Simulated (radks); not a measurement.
Values are calculated unless marked as measured or tabulated.
The mean radii <r> (bohr) of the occupied orbitals of an atom or ion are listed with their occupations. Code: a radial shooting solver on a logarithmic mesh with Libxc functionals. Model: scalar-relativistic Kohn-Sham, PBE, spin-unpolarised, spherical densities, point nucleus.

orbital  occ.     <r>
1s          2  0.3264

Name the element and its charge.

Answer. Z = 5, boron, charge +3: B3+ in [He]. The 1s radius gives Z: for a bare nucleus <r> = (2 gamma + 1)/(2Z) with gamma = sqrt(1 - (Z/c)^2), 0.2999 bohr for Z = 5, and screening makes it slightly larger (0.3264 here). The occupations add up to 2, and the charge is Z minus that.
